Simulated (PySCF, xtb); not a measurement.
Si(Cl)2(OH)(NH2) (Cl2H3NOSi), SMILES N[Si](O)(Cl)Cl. One conformer was computed; it need not be the lowest.

Harmonic wavenumbers (cm⁻¹) from GFN2-xTB (xtb 6.7.1) at its own minimum, in rising order: 89, 141, 178, 202, 220, 236, 256, 400, 439, 520, 779, 807, 903, 964, 1487, 3498, 3537, 3657.

### Question
What does PySCF with PBE0-D3(BJ)/def2-SVP give at its own minimum? (The exact figures need the calculation; the answer reports its results.)

### Answer
138, 175, 218, 268, 277, 294, 301, 356, 500, 590, 802, 836, 903, 997, 1523, 3634, 3744, 3930. Paired by order, the mean absolute difference is 70 cm⁻¹ and the zero-point energies are 26.2 and 27.9 kcal/mol.
